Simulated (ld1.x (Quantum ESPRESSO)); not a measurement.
# Building the PAW potential for manganese (Mn) (BLYP, scalar-relativistic).

```json
{"Element": "Mn", "Generator": "ld1.x (Quantum ESPRESSO) 7.5", "Type": "PAW", "Functional": "BLYP", "Relativity": "scalar-relativistic", "Frozen core": "[Ne] 3s2", "Valence charge": "13", "Reference configuration": "3p6 3d5 4s2 4p0", "Partial waves": "4s (bound): rcut 1.75, rcutus 2.10 bohr; 4s channel at 1.3 Ry: rcut 1.75, rcutus 2.10 bohr; 3p (bound): rcut 1.90, rcutus 2.00 bohr; 4p (bound, empty): rcut 1.90, rcutus 2.00 bohr; 3d (bound): rcut 1.25, rcutus 1.70 bohr; 3d channel at 0.1 Ry: rcut 1.25, rcutus 1.70 bohr; 4f channel at 0.25 Ry: rcut 1.65, rcutus 1.95 bohr; 4f channel at 1.8 Ry: rcut 1.65, rcutus 1.95 bohr", "Local potential": "all-electron potential smoothed inside 2.05 bohr (lloc = -2)", "Core correction": "a·sin(br)/r model core, default radius (ld1.x builds one for every PAW set, though the input has nlcc=.false.)", "Augmentation charge": "BESSEL, radius 1.25 bohr"}
```

All-electron outer shells of the reference configuration (BLYP, scalar-relativistic, ld1.x):

```
shell  level (eV)  outermost node (bohr)  outermost maximum (bohr)
   2p     -630.43                      –                      0.19
   3s      -85.59                   0.34                      0.74
   3p      -54.38                   0.31                      0.75
   3d       -6.66                      –                      0.75
   4s       -5.02                   1.05                      2.51
   4p       -1.30                   1.16                      3.47
```

Calculated quality:

```
Largest excitation error                  : -824 meV (all-electron minus pseudo) for 3p6 3d3 4s0 4p0, out of 7 test configurations
Lowest eigenvalue of the overlap operator : -0.01 (s channel); it is negative, so in a basis up to 400 Ry S is not positive definite and the file is unfit for use
```

A Bessel basis up to 400 Ry misses an occupied level by 0.04 Ry, so cutoffs and ghosts were not judged. Its overlap operator is not positive definite in a basis up to 400 Ry (lowest eigenvalue s -0.01), so the file is unfit for use: the generalised eigenproblem breaks down once the basis is large enough, and its test numbers describe a broken file. The potential misses its own reference levels by up to 0.6 eV.

Generation and tests took about 2.6 s on one core of a shared server CPU.
